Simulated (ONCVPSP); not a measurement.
# Reading a pseudo-wave (B)

Columns: radius, all-electron u(r) and pseudo u(r) of the 2s shell (level -19.51 eV) of boron in the configuration [He] 2s2; PBE, scalar-relativistic, ONCV scheme, ONCVPSP 4.0.1.

```
r (bohr)  all-electron  pseudo
   0.068       -0.2385  0.0217
   0.135       -0.3280  0.0448
   0.202       -0.3278  0.0713
   0.270       -0.2727  0.1027
   0.338       -0.1859  0.1394
   0.405       -0.0849  0.1812
   0.473        0.0232  0.2291
   0.540        0.1287  0.2808
   0.608        0.2308  0.3369
   0.675        0.3238  0.3944
   0.742        0.4080  0.4524
   0.810        0.4839  0.5101
   0.878        0.5506  0.5648
   0.945        0.6073  0.6142
   1.013        0.6557  0.6586
   1.080        0.6949  0.6958
   1.148        0.7263  0.7265
   1.215        0.7498  0.7498
   1.283        0.7666  0.7666
   1.350        0.7768  0.7768
   1.418        0.7816  0.7815
   1.485        0.7812  0.7812
   1.553        0.7764  0.7764
   1.620        0.7678  0.7678
   1.688        0.7559  0.7559
   1.755        0.7413  0.7413
```

(1) How many radial nodes do the two functions have?

(2) At about which radius was the pseudo-wave matched?

(3) Is the pseudo-wave norm-conserving?

Answers

(1) The all-electron 2s function has n − l − 1 = 1; the pseudo-wave has 0, since the states of the same l below it are removed with the core.

(2) 1.30 bohr. The columns agree to 0.0005 from 1.15 bohr on; several derivatives are matched, so the curves merge somewhat inside the radius.

(3) Yes: the ONCV scheme keeps the norm inside the radius equal to the all-electron one, which fixes the energy derivative of the logarithmic derivative at the level.
